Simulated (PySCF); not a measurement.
**Excitation energy of Rh by level of theory**

Rh [Kr] 4d8 5s1 (4F) → Rh [Kr] 4d8 5p1 (high-spin determinant), as a difference of total energies. Calculation: PySCF 2.14, in def2-QZVPPD with the def2 core potential (28 electrons) (7s5p4d4f2g, 88 functions); a scalar-relativistic core potential. Correlated levels: valence: 4s2 4p6 frozen; valence and next inner shell: nothing frozen outside the core potential. The calculations carry no spin-orbit coupling.

```
                                method  excitation energy (eV)
                                   UHF                   3.022
                                   LDA                   3.885
                                   PBE                   3.702
                                  PBE0                   3.572
                                r2SCAN                   3.717
                                  MN15                   3.746
                               LC-wPBE                   3.510
                                 wB97X                   3.516
                                 HSE06                   3.581
                         MP2 (valence)                   3.584
                     SCS-MP2 (valence)                   3.462
    MP2 (valence and next inner shell)                   3.729
SCS-MP2 (valence and next inner shell)                   3.584
```

How much does correlation contribute at MP2 (valence and next inner shell)?

3.729 − (3.022) = 0.707 eV, measured against UHF.

The determinant of the upper state mixes LS terms, which raises its energy above the lowest term, most at the Hartree-Fock and MP2 levels.
